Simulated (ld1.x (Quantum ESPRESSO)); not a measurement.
# Before and after: RRKJ potential for copper (Cu)

ld1.x (Quantum ESPRESSO) 7.5 input, shortened:

```
&input
   title='Cu', zed=29., rel=1, dft='PBE', iswitch=3,
   config='[Ar] 3d10 4s1 4p0'
 /
 &inputp
   pseudotype=2, tm=.false., rho0=0.005, lloc=2,
   nlcc=.true., rcore=0.55
 /
3
4S  1  0   1.00   0.00  2.35  2.35  0.0
4P  2  1   0.00   0.00  3.35  3.35  0.0
3D  3  2  10.00   0.00  1.00  1.00  0.0
 &test
   configts(1)='3d10 4s1 4p0'
 /
```

Change: local potential the s channel.

Cutoffs: the cutoffs (Ry, on a coarse ladder) from which the occupation-weighted sum of valence levels, in a spherical-Bessel basis at the reference potential, stays within 10 and 1 mRy of its value at 400 Ry; they do not see the model core or the augmentation charge, which bear on the density cutoff. Errors are all-electron minus pseudo energies relative to the spin-unpolarised reference configuration.

Problem. What does the change do?

Solution. The bound ghost in p, s disappears; of the 7 tests that both files solve, the error grows in 7 and shrinks in 0 by more than 15 % and 0.3 meV (median size 30.9 → 213.3 meV); the range in which the p phases agree widens (upper end 1.8 → at the end of the scan); the range in which the d phases agree narrows (upper end 3.3 → 0.5). In the separable form a ghost depends on how the local part lies against the semilocal potential of the channel, so the choice of the local part can create or remove one.

```csv
quantity,base,changed
"cutoff, loose",230 Ry,180 Ry
"cutoff, tight",over 300 Ry,260 Ry
loose cutoff by channel (10 mRy a level),"s 18 Ry, d 180 Ry","d 160 Ry, s 8 Ry"
bound ghosts,"s, p",none
"error for 3d10 4s0 4p0, meV [ΔE 8.15 eV]",-12,-18
"error for 3d9 4s0 4p0, meV [ΔE 29.48 eV]",-48,-231
"error for 3d8 4s0 4p0, meV [ΔE 68.50 eV]",-464,-1501
"error for 3d10 4s0 4p1, meV [ΔE 4.14 eV]",-4.3,-6.0
"error for 3d9 4s2 4p0, meV [ΔE 1.97 eV]",-72,-259
"error for 3d10 4s0.5 4p0, meV [ΔE 3.16 eV]",-2.2,-3.9
"error for 3d9 4s1 4p0, meV [ΔE 11.58 eV]",-31,-213
s: phases at 3.63 bohr within 0.05 rad from the reference energy up to (Ry; the scan ends near 5),1.0,1.1
p: phases at 3.63 bohr within 0.05 rad from the reference energy up to (Ry; the scan ends near 5),1.8,to the end of the scan
d: phases at 3.63 bohr within 0.05 rad from the reference energy up to (Ry; the scan ends near 5),3.3,0.5
```

Base: These tests converged, but a pseudo level misses the all-electron one widely, so the file describes the atom poorly there or has found another state: 3d9 4s0 4p0: empty 4p by 3.9 eV (a node warning on the way); 3d8 4s0 4p0: empty 4s by 6.4 eV (a node warning on the way). A true bound ghost makes a file unfit for plane-wave use even where its test errors are small: the radial tests pick states by their node count and pass the ghost by.
